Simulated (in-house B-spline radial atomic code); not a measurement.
Configurations of Ba4+, with energies counted from [Kr] 4d10 5s2 (5p1/2)2 (5p3/2)2. Method: Dirac-Hartree-Fock, average of each configuration as written, Fermi nucleus of rms radius 4.8378 fm. Calculated with a radial B-spline atomic code at the basis-set limit. Energies include first-order Breit, QED and recoil terms.

Occupations are held fixed; configurations that lie above the ionisation limit could autoionise.

```json
{"configuration": "[Kr] 4d10 (4f7/2)1 5s1 (5p1/2)2 (5p3/2)2", "E - E(ref) (eV)": "38.481", "highest orbital": "4f7/2", "its <r> (bohr)": "1.22"}
{"configuration": "[Kr] 4d10 5s2 (5p3/2)3 (5g7/2)1", "E - E(ref) (eV)": "49.745", "highest orbital": "5g7/2", "its <r> (bohr)": "5.411"}
{"configuration": "[Kr] 4d10 5s2 (5p1/2)1 (5p3/2)2 (9d3/2)1", "E - E(ref) (eV)": "53.792", "highest orbital": "9d3/2", "its <r> (bohr)": "15.02"}
{"configuration": "[Ar] 3d10 4s2 (4p1/2)1 (4p3/2)4 4d10 5s2 (5p3/2)4 (5g9/2)1", "E - E(ref) (eV)": "246.32", "highest orbital": "5g9/2", "its <r> (bohr)": "5.386"}
{"configuration": "[Ar] (3d3/2)4 (3d5/2)5 4s2 4p6 4d10 5s2 (5p3/2)4 (6g7/2)1", "E - E(ref) (eV)": "828.21", "highest orbital": "6g7/2", "its <r> (bohr)": "8.646"}
```

Q: Order these further configurations by energy, lowest first.
A. [Kr] 4d10 5s2 (5p3/2)3 9s1
B. [Kr] 4d10 5s1 (5p3/2)4 (6f7/2)1
C. [Kr] 4d10 5s2 (5p1/2)1 (5p3/2)2 (9f7/2)1
D. [Kr] 4d10 5s1 (5p1/2)2 (5p3/2)2 (7g7/2)1
E. [Kr] 4d10 5s2 (5p3/2)4

A: E (5.2649 eV), A (54.918 eV), C (55.291 eV), B (70.066 eV), D (70.181 eV).

Q: How far above the reference does [Kr] 4d10 5s2 (5p3/2)3 6s1 lie?

A: 31.453 eV; its least bound orbital is 6s1/2 with <r> = 3.297 bohr.
